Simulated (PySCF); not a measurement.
Level of theory: TPSSh-D3(BJ)/def2-TZVP // PBE0-D3(BJ)/def2-TZVP (PySCF). All species are isolated molecules in the gas phase. Delta-SCF ions had no search for a lower state. Excitations are Tamm–Dancoff values on a coarser integration grid. The basis has no diffuse functions, so Rydberg states are missing or too high.

Reference species (SMILES): `CB(C)C` (neutral, multiplicity 1).

```
Quantity                                       Result
-------------------------------------------  --------
vertical ionisation energy (Delta-SCF)       10.43 eV
LUMO                                         -0.59 eV
S1 oscillator strength                          0.000
brightest of the four lowest singlets (TDA)   7.92 eV
```

Changed species: `CB([SiH3])[SiH3]` (2 of 3 CH3 replaced by SiH3; the reference has 0 of 3 CH3 replaced by SiH3).

Q: Predict the effect on the vertical ionisation energy (Delta-SCF), LUMO, S1 oscillator strength and brightest of the four lowest singlets (TDA).

A: the vertical ionisation energy (Delta-SCF) drops by 1.27 eV, to 9.16 eV; the LUMO decreases by 2.09 eV, to -2.68 eV; the S1 oscillator strength stays essentially unchanged; the brightest of the four lowest singlets (TDA) decreases by 1.81 eV, to 6.11 eV.
